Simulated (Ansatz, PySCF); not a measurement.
Dissociation curve of Ga2, triplet.

Methods: UKS-B3LYP/6-31G* = unrestricted B3LYP/6-31G*, spherical d (PySCF 2.14.0); UHF/cc-pVTZ (Ansatz, a quantum-chemistry and plane-wave program); UMP2 = MP2 on UHF/cc-pVTZ, cores with 3d frozen run with Ansatz; ROCCSD(T) = CCSD(T) on ROHF/cc-pVTZ, cores with 3d frozen in Ansatz; ROHF/cc-pVTZ (Ansatz).

Energies are in eV, each relative to the lowest point of its own curve near equilibrium.

| R / Å | UKS-B3LYP/6-31G* | UHF | UMP2 | ROCCSD(T) | ROHF |
|---|---|---|---|---|---|
| 2.18 | 0.594 | 0.849 | 0.739 | 0.545 | 0.849 |
| 2.28 | 0.354 | 0.605 | 0.425 | 0.287 | 0.574 |
| 2.45 | 0.185 | 0.233 | 0.194 | 0.209 | 0.238 |
| 2.51 | 0.129 | 0.141 | 0.109 | 0.121 | 0.145 |
| 2.63 | 0.030 | 0.032 | 0.017 | 0.023 | 0.035 |
| 2.70 | 0.006 | 0.006 | 0.000 | 0.002 | 0.007 |
| 2.75 | 0.000 | 0.000 | 0.001 | 0.000 | 0.000 |
| 2.92 | 0.033 | 0.041 | 0.063 | 0.050 | 0.033 |
| 2.98 | 0.059 | 0.072 | 0.100 | 0.083 | 0.061 |
| 3.10 | 0.124 | 0.151 | 0.191 | 0.163 | 0.134 |
| 3.34 | 0.289 | 0.335 | 0.478 | 0.358 | 0.320 |
| 3.70 | 0.558 | 0.504 | 0.803 | 0.688 | 0.509 |
| 4.12 | 0.846 | 0.605 | 0.990 | 0.969 | 0.618 |
| 4.49 | 1.057 | 0.652 | 1.078 | 1.097 | 0.671 |
| 4.91 | 1.188 | 0.684 | 1.135 | 1.170 | 0.706 |
| 5.31 | 1.247 | 0.702 | 1.166 | 1.205 | 0.726 |
| 5.97 | 1.289 | 0.718 | 1.193 | 1.234 | 0.743 |
| 6.63 | 1.304 | 0.726 | 1.205 | 1.246 | 0.752 |
| 7.27 | 1.310 | 0.730 | 1.210 | 1.252 | 0.756 |
| 8.00 | 1.313 | 0.733 | 1.214 | 1.255 | 0.759 |

At the longest distance, 8.00 Å, UKS-B3LYP/6-31G* lies highest above its minimum (1.313 eV) and UHF lowest (0.733 eV).

The unrestricted determinant behind UHF, UMP2 is spin-contaminated at 2.18 to 2.28 Å (<S²> up to 2.3, against 2.00 for a pure triplet). The T1 diagnostic of CCSD on the restricted reference of ROCCSD(T) exceeds 0.045 at 3.34 to 3.70 Å.
